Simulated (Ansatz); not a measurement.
These are r2SCAN-D4/def2-TZVP (Ansatz, a first-principles code) values and carry that method's errors. No frequencies were computed at this level.

Ansatz 0.2 input:
```yaml
crystal:
  periodic: [false, false, false]
  atoms:
    - { symbol: S, position_ang: [1.459943, -0.844863, 0.642378] }
    - { symbol: B, position_ang: [-0.000067, -0.000121, 0.000222] }
    - { symbol: S, position_ang: [-1.450418, -0.953731, -0.494136] }
    - { symbol: S, position_ang: [-0.009962, 1.798883, -0.146702] }
    - { symbol: H, position_ang: [2.210544, 0.227701, 0.852184] }
    - { symbol: H, position_ang: [-0.97692, -2.159643, -0.212422] }
    - { symbol: H, position_ang: [-1.23312, 1.931774, -0.641525] }
basis:
  gaussian: { orbitals: def2-tzvp }
hamiltonian:
  xc: r2scan
  dispersion: d4
relax:
  max_steps: 150
```

Output:

```
Functional definition: r2SCAN
1084 factors; their error is unknown
mean field evaluation 1: about -33229.9783 eV, gradient 2.9e1 eV
mean field evaluation 2: about -33226.7302 eV, gradient 4.4e1 eV
mean field evaluation 4: about -33232.4278 eV, gradient 1.1e0 eV
mean field evaluation 8: about -33232.4110 eV, gradient 1.7e-2 eV
mean field evaluation 16: about -33232.4110 eV, gradient 1.4e-5 eV
mean field -33232.41101130 eV, -1221.2685789279 hartree, gradient 1.4e-5 eV, S^2 0.000000; 0 other end points of the search recorded, 0 dependent functions left out
reference -33232.41102125 eV, -1221.2685792938 hartree; 28, 28 occupied and 132, 132 virtual orbitals, 1084 factors
relax step   1: F+E_penalty+E_count = -33232.45975339 eV  Δ(F+E_penalty+E_count) = +0.000e0 eV  max|allowed force component| = 4.837e-1 eV/Å  Δτ_max = 0.0000 Å  (28 SCF iters, accepted)
these checks for a lower state are left out or cut short: starts, cluster_reference, orbital_swaps, neighbouring_geometries, increment
1084 factors; their error is unknown
mean field -33232.42348781 eV, -1221.2690374312 hartree, gradient 9.9e-6 eV, S^2 0.000000; 0 other end points of the search recorded, 0 dependent functions left out
reference -33232.42349777 eV, -1221.2690377974 hartree; 28, 28 occupied and 132, 132 virtual orbitals, 1084 factors
relax step   2: F+E_penalty+E_count = -33232.47222763 eV  Δ(F+E_penalty+E_count) = -1.247e-2 eV  max|allowed force component| = 1.911e-1 eV/Å  Δτ_max = 0.0065 Å  (32 SCF iters, accepted)
these checks for a lower state are left out or cut short: starts, cluster_reference, orbital_swaps, neighbouring_geometries, increment
1084 factors; their error is unknown
mean field -33232.42580912 eV, -1221.2691227381 hartree, gradient 9.6e-6 eV, S^2 0.000000; 0 other end points of the search recorded, 0 dependent functions left out
reference -33232.42581910 eV, -1221.2691231046 hartree; 28, 28 occupied and 132, 132 virtual orbitals, 1084 factors
relax step   3: F+E_penalty+E_count = -33232.47454130 eV  Δ(F+E_penalty+E_count) = -2.314e-3 eV  max|allowed force component| = 3.998e-2 eV/Å  Δτ_max = 0.0076 Å  (32 SCF iters, accepted)
these checks for a lower state are left out or cut short: starts, cluster_reference, orbital_swaps, neighbouring_geometries, increment
1084 factors; their error is unknown
mean field evaluation 32: about -33232.4446 eV, gradient 4.2e-4 eV
mean field -33232.42596511 eV, -1221.2691284706 hartree, gradient 9.5e-6 eV, S^2 0.000000; 0 other end points of the search recorded, 0 dependent functions left out
reference -33232.42597509 eV, -1221.2691288371 hartree; 28, 28 occupied and 132, 132 virtual orbitals, 1084 factors
relax step   4: F+E_penalty+E_count = -33232.47469960 eV  Δ(F+E_penalty+E_count) = -1.583e-4 eV  max|allowed force component| = 5.637e-3 eV/Å  Δτ_max = 0.0064 Å  (32 SCF iters, accepted)
1084 factors; their error is unknown
mean field -33232.42596511 eV, -1221.2691284706 hartree, gradient 9.6e-6 eV, S^2 0.000000; 1 other end points of the search recorded, 0 dependent functions left out
reference -33232.42597509 eV, -1221.2691288371 hartree; 28, 28 occupied and 132, 132 virtual orbitals, 1084 factors
Total energy: -33232.47470957 eV, -1221.2709197964 hartree
Atom 0 at     1.456360    -0.852020     0.641486 Å, force     0.004189    -0.002134     0.001722 eV/Å
Atom 1 at     0.000122    -0.000023    -0.000305 Å, force    -0.000196    -0.000517     0.000468 eV/Å
Atom 2 at    -1.453906    -0.947296    -0.497196 Å, force    -0.003890    -0.002862    -0.001291 eV/Å
Atom 3 at    -0.002079     1.799230    -0.145187 Å, force    -0.000251     0.005637    -0.000495 eV/Å
Atom 4 at     2.219612     0.234814     0.855852 Å, force    -0.000299    -0.000315    -0.000206 eV/Å
Atom 5 at    -0.976430    -2.171815    -0.210340 Å, force     0.000057     0.000447    -0.000148 eV/Å
Atom 6 at    -1.243679     1.937109    -0.644312 Å, force     0.000390    -0.000258    -0.000051 eV/Å
Dipole moment:    -0.000116     0.000043     0.000268 e Å
```

Cost: around 40 core-seconds (rough).
